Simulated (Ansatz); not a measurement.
Input and output for SnO3H2 (the lowest singlet isomer of a short search).

```yaml
crystal:
  periodic: [false, false, false]
  atoms:
    - {symbol: Sn, position_ang: [-0.075397, 1.291706, 0.490306]}
    - {symbol: O, position_ang: [0.490797, -0.292312, -1.288523]}
    - {symbol: O, position_ang: [1.150326, -0.397059, 0.045252]}
    - {symbol: O, position_ang: [-1.542492, 0.177878, 1.324491]}
    - {symbol: H, position_ang: [-1.270916, -0.763224, 1.279764]}
    - {symbol: H, position_ang: [1.247673, -0.016979, -1.851280]}
basis:
  gaussian: {orbitals: def2-SVP}
hamiltonian: {xc: {name: BLYP}}
output: {forces: true}
```

```sh
$ ansatz run in.yaml --threads 4 --pin off --events-out ev --progress --plain --max-ram 3916MiB
```

Shortened log:

```
Functional definition: BLYP
836 factors; their error is unknown
mean field evaluation 1: about -11984.8931 eV, gradient 7.8e1 eV
mean field evaluation 2: about -11843.3530 eV, gradient 2.1e2 eV
mean field evaluation 4: about -11994.2710 eV, gradient 3.6e1 eV
mean field evaluation 8: about -11996.6773 eV, gradient 2.5e-1 eV
mean field evaluation 16: about -11996.6556 eV, gradient 1.4e-3 eV
mean field -11996.65555670 eV, -440.8689600834 hartree, gradient 3.0e-5 eV, S^2 0.000000; 0 other end points of the search recorded, 0 dependent functions left out
reference -11996.65583464 eV, -440.8689702975 hartree; 24, 24 occupied and 54, 54 virtual orbitals, 836 factors
Total energy: -11996.65583464 eV, -440.8689702975 hartree
Atom 0 at    -0.075397     1.291706     0.490306 Å, force     0.028647     0.323766     0.034829 eV/Å
Atom 1 at     0.490797    -0.292312    -1.288523 Å, force    -0.204497    -0.039790    -0.486620 eV/Å
Atom 2 at     1.150326    -0.397059     0.045252 Å, force     0.306069    -0.158568     0.426102 eV/Å
Atom 3 at    -1.542492     0.177878     1.324491 Å, force    -0.156557    -0.035494     0.088651 eV/Å
Atom 4 at    -1.270916    -0.763224     1.279764 Å, force    -0.013228    -0.095532     0.015700 eV/Å
Atom 5 at     1.247673    -0.016979    -1.851280 Å, force     0.039567     0.005618    -0.078661 eV/Å
Dipole moment:     0.309446     0.330734    -0.276929 e Å
```

It took 0.65 s on 4 threads of Arm Neoverse V1 on a shared host.

In the def2 sets Sn takes a core potential; there is no spin–orbit coupling.
